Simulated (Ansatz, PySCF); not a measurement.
Pair of molecules: NH3 (SMILES N) (first 4 atoms) with SiH4 (SMILES [SiH4]); geometry from B3LYP-D3(BJ)/def2-TZVP, rigid monomers moved along the line of their centres of mass till N1···Si5 is 5.11 Å.
(charge 0, multiplicity 1):
```xyz
9

N      0.06953     0.16398    -0.00728
H     -0.74419     0.64334     0.35970
H      0.03779    -0.79277     0.32469
H      0.89049     0.60126     0.39447
Si    -0.04448    -0.02244     5.09436
H      1.19072     0.66525     4.65671
H     -0.07787    -0.07656     6.57371
H     -0.06430    -1.39955     4.55275
H     -1.22675     0.72049     4.60397
```

Monomers are frozen at their geometry in the pair; levels with a basis set take the counterpoise correction.

Frozen-core correlation. CBS(a, b) extrapolates the correlation energy as X⁻³ and adds the Hartree–Fock energy of set b.

Programs: Ansatz (a first-principles code); PySCF for the dispersion terms. Values without a source in brackets are computed.

PBE/def2-TZVPPD gives -6.9 meV for the interaction energy.

### Question
Predict the shift from PBE, with its sign, for: PBE-D3(BJ)/def2-TZVPPD, r2SCAN/def2-TZVPPD, B3LYP/def2-TZVPPD, wB97M-V/def2-TZVPPD, MP2/CBS(aug-cc-pV(D+d)Z, aug-cc-pV(T+d)Z), CCSD(T)/CBS(aug-cc-pV(D+d)Z, aug-cc-pV(T+d)Z).

### Answer
PBE-D3(BJ)/def2-TZVPPD -8.3; r2SCAN/def2-TZVPPD 0.5; B3LYP/def2-TZVPPD 9.6; wB97M-V/def2-TZVPPD -3.0; MP2/CBS(aug-cc-pV(D+d)Z, aug-cc-pV(T+d)Z) -2.0; CCSD(T)/CBS(aug-cc-pV(D+d)Z, aug-cc-pV(T+d)Z) -2.9 meV. 2 of 6 lie above PBE; the widest gap is to B3LYP/def2-TZVPPD.
